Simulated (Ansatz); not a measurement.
Reaction (substitution at a C–S bond): `C[S][Sn]([F])([F])[F]` + `[OH][Mg][Br]` → `C[O][Mg][Br]` + `[F][Sn]([F])([F])[SH]`

Isolated molecules relaxed with PBE0-D4/def2-TZVP in Ansatz; ΔE leaves out vibrations. CCSD(T)/CBS is the MP2 limit (def2-TZVPP, def2-QZVPP) plus CCSD(T) − MP2 in def2-TZVPP, frozen cores. DFT in def2-TZVPP. def2 core potentials past Kr. For Br, Mg, Sn outer-core shells are correlated without core-valence functions, which leaves a few kJ/mol of doubt a bond. Scalar relativity is left out up to krypton. One conformer a species, not always the lowest.

(1) Is it downhill or uphill in electronic energy at CCSD(T)/CBS, and by how much? (Best estimate.)

(2) What do these levels give: PBE-D4, revPBE-D4, r2SCAN0-D4, revPBE, RPA@PBE/def2-TZVPP, SCS-MP2/def2-TZVPP? (Estimate.)

Largest T1 diagnostic among the species: 0.015.

## Answers

(1) Computed: Uphill: ΔE = +0.52 eV.

(2) The calculation gave: PBE-D4 0.51, revPBE-D4 0.53, r2SCAN0-D4 0.49, revPBE 0.47, RPA@PBE/def2-TZVPP 0.40, SCS-MP2/def2-TZVPP 0.48 eV.

In def2-TZVPP, CCSD(T) changes the Hartree–Fock value by +0.13 eV (the triples alone add +0.02 eV) and MP2 by +0.21 eV. The D4 term adds +0.06 eV with B3LYP and +0.03 eV with PBE0; it sums over pairs of atoms, weighted by their polarisabilities, and B3LYP, whose exchange is more repulsive, gets the larger term.

B3LYP here is the variant with VWN-RPA as its local correlation; programs differ in this.
